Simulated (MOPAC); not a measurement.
Job for MOPAC: PM7 on FHTe (SMILES F[TeH]), a point of a bond scan (R = 3.836 Å).

```
PM7 1SCF PRECISE CHARGE=0 THREADS=1
FHTe

Te     0.18518663 1    -0.06058026 1     0.20051425 1
H      2.77653690 1    -0.63292123 1    -2.56979297 1
F     -1.21572950 1     0.38439975 1    -1.04697488 1
```

Output:

```
*******************************************************************************
 **                                                                           **
 **                              MOPAC v23.2.5                                **
 **                                                                           **
 *******************************************************************************
 ** MOPAC's Digital Object Identifier: https://doi.org/10.5281/zenodo.6511958 **
 **                                                                           **
 ** Please cite the open-source release paper for use of this MOPAC version:  **
 ** J. E. Moussa and J. J. P. Stewart (2026)                                  **
 ** MOPAC: An open-source semiempirical molecular orbital program             **
 ** J. Open Source Softw., 11(119), 8025, https://doi.org/10.21105/joss.08025 **
 *******************************************************************************

                              PM7 CALCULATION RESULTS

 *******************************************************************************
 *  PM7        - The PM7 Hamiltonian to be used
 *
 *
 *
 *                 CHARGE ON SYSTEM = 0
 *
 *
 *
 *  PRECISE    - TIGHTER CRITERIA TO BE USED
 *  1SCF       - DO 1 SCF AND THEN STOP
 *  THREADS=1  - MULTI-THREADING NOT USED
 *  T=         - A TIME OF 172800.0 SECONDS REQUESTED
 *  DUMP=N     - RESTART FILE WRITTEN EVERY 7200.0 SECONDS REQUESTED
 *******************************************************************************
PM7 1SCF PRECISE CHARGE=0 THREADS=1
 FHTe

   ATOM   CHEMICAL          X               Y               Z
  NUMBER   SYMBOL      (ANGSTROMS)     (ANGSTROMS)     (ANGSTROMS)

     1      Te          0.18518663  *  -0.06058026  *   0.20051425  *
     2       H          2.77653690  *  -0.63292123  *  -2.56979297  *
     3       F         -1.21572950  *   0.38439975  *  -1.04697488  *



          CARTESIAN COORDINATES

    NO.       ATOM           X           Y           Z

     1        Te          0.1852     -0.0606      0.2005
     2         H          2.7765     -0.6329     -2.5698
     3         F         -1.2157      0.3844     -1.0470

 General Reference for PM7:
 "Optimization of Parameters for Semiempirical Methods VI: More Modifications to the
 NDDO Approximations and Re-optimization of Parameters", J. J. P. Stewart, J. Mol. Mod., 1:32, 19 (2013)
 https://link.springer.com/article/10.1007/s00894-012-1667-x

           Empirical Formula: H Te F  =     3 atoms



      MOLECULAR POINT GROUP   :   Cs


      RHF CALCULATION, NO. OF DOUBLY OCCUPIED LEVELS = 7



 ALL CONVERGERS ARE NOW FORCED ON
 SHIFT=10, PULAY ON, CAMP-KING ON
 AND ITERATION COUNTER RESET



 -------------------------------------------------------------------------------
 PM7 1SCF PRECISE CHARGE=0 THREADS=1
 FHTe



     1SCF WAS SPECIFIED, SO BFGS WAS NOT USED
     SCF FIELD WAS ACHIEVED


                              PM7 CALCULATION
                                                       MOPAC v23.2.5 Linux




          FINAL HEAT OF FORMATION =        118.02821 KCAL/MOL =     493.83003 KJ/MOL


          COSMO AREA              =        100.34 SQUARE ANGSTROMS
          COSMO VOLUME            =         79.33 CUBIC ANGSTROMS

          IONIZATION POTENTIAL    =          6.813376 EV
          HOMO LUMO ENERGIES (EV) =         -6.813 -2.892
          NO. OF FILLED LEVELS    =          7
          MOLECULAR WEIGHT        =        147.6063         POINT GROUP:  Cs

          MOLECULAR DIMENSIONS (Angstroms)

            Atom       Atom       Distance
            F     3    H     2     4.39228
            H     2   Te     1     1.68103
           Te     1    F     3     0.00000


          SCF CALCULATIONS        =          1





   ATOM   CHEMICAL          X               Y               Z
  NUMBER   SYMBOL      (ANGSTROMS)     (ANGSTROMS)     (ANGSTROMS)

     1      Te          0.18518663  *  -0.06058026  *   0.20051425  *
     2       H          2.77653690  *  -0.63292123  *  -2.56979297  *
     3       F         -1.21572950  *   0.38439975  *  -1.04697488  *

                             CARTESIAN COORDINATES

   1   Te        0.185186630    -0.060580260     0.200514250
   2    H        2.776536900    -0.632921230    -2.569792970
   3    F       -1.215729500     0.384399750    -1.046974880


           Empirical Formula: H Te F  =     3 atoms



      MOLECULAR POINT GROUP   :   Cs


                  EIGENVALUES
 -43.00546 -37.42796 -14.62872 -14.58972 -13.26464  -7.71754  -6.81338  -2.89163
   0.87509


              NET ATOMIC CHARGES AND DIPOLE CONTRIBUTIONS

  ATOM NO.   TYPE          CHARGE      No. of ELECS.   s-Pop       p-Pop
    1         Te           0.284522        5.7155     1.98910     3.72638
    2          H           0.121454        0.8785     0.87855
    3          F          -0.405977        7.4060     1.99175     5.41423
 DIPOLE           X         Y         Z       TOTAL
 POINT-CHG.     4.243    -1.202     0.816     4.485
 HYBRID        -0.410     0.133    -0.426     0.606
 SUM            3.833    -1.068     0.391     3.999


          ATOMIC ORBITAL ELECTRON POPULATIONS

     Atom    s        px        py        pz
    1 Te   1.98910   0.89910   1.90818   0.91910
    2  H   0.87855
    3  F   1.99175   1.69216   1.96916   1.75291

 **********************
 *                    *
 * JOB ENDED NORMALLY *
 *                    *
 **********************




 == MOPAC DONE ==
```

The run finished.

Cost: about 0.07 core-seconds (a rough figure).
